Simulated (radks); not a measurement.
Species: the barium ion Ba3+. Configuration: [Kr] 4d9.75 5s2 5p5 4f0.25 (fractional occupations, a model configuration).

All-electron calculation, scalar-relativistic Kohn-Sham, SCAN, spin-polarised, spherical densities, finite nucleus; open shells are filled with parallel spins first (spin-orbit coupling, left out, can overturn this in heavy ions); meta-GGA in the generalised Kohn-Sham scheme; Fermi nuclear charge, rms radius 4.8378 fm. Program: a radial shooting solver on a logarithmic mesh with Libxc functionals.

Energy parts (Ry):
| part | energy |
|---|---|
| total | -16267.9854 |
| kinetic | 17173.5701 |
| electron-nucleus | -39256.3978 |
| Hartree | 6210.3438 |
| exchange-correlation | -395.5015 |

Orbitals (lengths in bohr, moments of r in powers of bohr):
orbital  occ.  eigenvalue (Ry)      <r^2>
1s up       1        -2745.005  0.0008887
1s down     1        -2745.000  0.0008887
2s up       1        -437.0225    0.01420
2s down     1        -437.0130    0.01420
2p up       3        -391.8133    0.01129
2p down     3        -391.8026    0.01129
3s up       1        -94.42212    0.09697
3s down     1        -94.41118    0.09696
3p up       3        -79.81192    0.09720
3p down     3        -79.79861    0.09718
3d up       5        -58.65596    0.08388
3d down     5        -58.63945    0.08385
4s up       1        -20.32286     0.5113
4s down     1        -20.26954     0.5115
4p up       3        -15.57616     0.5804
4p down     3        -15.52333     0.5803
4d up       5         -8.67217     0.7402
4d down  4.75         -8.61599     0.7385
5s up       1         -4.38744      2.884
5s down     1         -4.28514      2.899
5p up       3         -3.19063      3.716
5p down     2         -3.09447      3.758
4f up    0.25         -1.66135      2.058

The highest occupied level is 4f up at -22.604 eV. The spin density at the nucleus is 0.6458 e/bohr^3 (1s -0.2445, 2s -0.1268, 3s 0.2181, 4s 0.8498, 5s -0.0509). The density falls to 0.001 e/bohr^3 at r = 3.54 bohr.

Empty levels of this run are not shown, since the potential may be unsettled where no density lies.
